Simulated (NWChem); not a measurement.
Species: SiOH, doublet; SMILES O=[SiH]

```xyz
3

O     -0.0576    -1.0253     0.0000
Si     0.1650     0.4988     0.0000
H     -1.0597     1.4259     0.0000
```
Atoms are numbered in this order, from 1.

Computed with NWChem. Pople sets run with spherical d functions. Spin-unrestricted. In the optimisation the excess spin sits in a' (Cs, its own frame). The geometry was optimised at PBE0/def2-SVP, spin-unrestricted. No stability test was run on the SCF state. Level: M05-2X/6-31G* with SMD (1 M gas to 1 M solution), gas-phase geometry. Reactions with the solvent are ignored.

**Question.** Among these, which solvent gives the highest value of “solvation free energy (kcal/mol)”?
A) water
B) 2-propanol
C) cyclohexane
D) 1-propanol

**Answer.** C, cyclohexane. Values: water -7.8; 1-propanol -7.2; 2-propanol -7.1; cyclohexane -3.1
